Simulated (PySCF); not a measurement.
SMILES COC[SiH2]c1ccccc1 (C8H12OSi) (GFN2-xTB optimised geometry):

```
22

C     -0.764    -4.026    -0.083
O     -1.426    -2.790    -0.052
C     -0.546    -1.684    -0.036
Si    -1.683    -0.154    -0.001
C     -0.653     1.433     0.000
C     -1.300     2.666     0.001
C     -0.590     3.852     0.000
C      0.795     3.830     0.000
C      1.459     2.615     0.000
C      0.740     1.433     0.000
H     -0.138    -4.119    -0.981
H     -0.127    -4.158     0.801
H     -1.532    -4.797    -0.095
H      0.102    -1.709    -0.924
H      0.112    -1.742     0.843
H     -2.503    -0.215     1.215
H     -2.540    -0.189    -1.191
H     -2.380     2.689     0.001
H     -1.115     4.797     0.000
H      1.354     4.755    -0.001
H      2.540     2.591     0.000
H      1.271     0.491     0.000
```

Calculation: CAM-B3LYP/def2-SVP in PySCF 2.14.0.

Question: What are the frontier orbital energies and the dipole moment?

Answer: HOMO-2 -8.80 eV, HOMO-1 -8.55 eV, HOMO -8.45 eV, LUMO 0.72 eV, LUMO+1 1.06 eV; dipole moment 1.60 D.

On the same geometry PBE/def2-SVP in PySCF gives HOMO-2 -6.37 eV, HOMO-1 -6.30 eV, HOMO -5.68 eV, LUMO -1.32 eV, LUMO+1 -1.05 eV; dipole moment 1.49 D.

Meta-Löwdin charges at CAM-B3LYP/def2-SVP: C1 -0.07, O2 -0.40, C3 -0.19, Si4 0.66, C5 -0.22, C6 -0.09, C7 -0.10, C8 -0.10, C9 -0.10, C10 -0.10, H11 0.08, H12 0.08, H13 0.11, H14 0.08, H15 0.08, H16 -0.11, H17 -0.11, H18 0.10, H19 0.10, H20 0.10, H21 0.10, H22 0.09.
